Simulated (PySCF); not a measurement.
H6InP3, SMILES [PH2][In]([PH2])[PH2].

The structure is a stationary point at PBE-D3(BJ)/def2-SVP. The def2 effective core potentials stand for the cores of In; spin–orbit coupling is left out. Other conformers were not sampled.

Computed with PBE-D3(BJ)/def2-SVP in PySCF.

Frequencies are harmonic and unscaled.

Problem. List the normal modes with their intensities. (An estimate is asked for; the answer gives what the named calculation found.)

Solution. 
```csv
mode,ν (cm⁻¹),IR (km/mol),moving atoms (share of kinetic energy)
1,62,6.1,"P 78 %, In 15 %"
2,62,5.0,"P 78 %, In 16 %"
3,72,4.6,"P 48 %, In 44 %"
4,88,2.6,H 98 %
5,93,0.5,H 96 %
6,99,3.6,H 97 %
7,243,0.0,P 95 %
8,295,22.8,"P 66 %, In 29 %"
9,296,23.2,"P 66 %, In 29 %"
10,498,0.2,H 93 %
11,501,0.0,H 94 %
12,544,0.2,H 98 %
13,562,4.0,"H 89 %, P 9 %"
14,605,5.9,H 97 %
15,607,6.4,H 97 %
16,1045,12.1,H 97 %
17,1046,32.7,H 97 %
18,1052,8.2,H 97 %
19,2304,15.7,H 97 %
20,2305,5.3,H 97 %
21,2306,71.7,H 97 %
22,2325,5.1,H 97 %
23,2326,51.8,H 97 %
24,2327,60.6,H 97 %
```
